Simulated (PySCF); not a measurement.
## Structure from NMR data

Molecular formula: C₆H₁₅Al. Simulated spectra:

1H NMR (500 MHz, computed): δ 1.16 (t, 9H), 0.19 (q, 6H).

13C{1H} NMR (computed): δ 11.2 (CH3), 4.7 (CH2).

Method: σ from GIAO-B97-2/pcSseg-1, coordinates at the PBE0-D3(BJ)/def2-SVP level, in PySCF 2.14 (averaged over atoms made equivalent by symmetry, fast rotation or ring inversion, no solvent, relativity neglected, one computed conformer).

Scale: 1H (31.38 ppm) and 13C (183.69 ppm) against TMS (reference shieldings calculated alike).

What is the structure?

Results:


1. 2 carbon signals for 6 carbons: some carbons are equivalent by symmetry or fast rotation.
2. Carbon types of the structure: 3 × CH2, 3 × CH3, which accounts for all hydrogens.
3. δC 11.2: methyl carbon; saturated and bonded to C and H only.
4. δC 4.7: sp3 CH2 bonded to Al; an electropositive neighbour leaves it electron-rich and shielded.
5. δH 1.16: hydrogen on a methyl carbon.
6. δH 0.19: hydrogen on an sp3 CH2 bonded to Al; an electropositive neighbour shields it, as in TMS itself.

These data were computed for triethylaluminum ([CH2]([Al]([CH2]C)[CH2]C)C).

The data come from this structure; uniqueness wasn't tested.

Shifts are as computed. Against solution values, carbons near 30 ppm lie about +1 ppm off and those near 130 ppm about +2 ppm. Of 1211 compounds with measured shifts, 218 miss one by over three times the rms of a fit or turn the order of signals round; such compounds aren't used in these exercises. Multiplicities follow the n + 1 count of equivalent neighbours, as no J values were calculated; m marks all less simple cases, F and P coupling included.
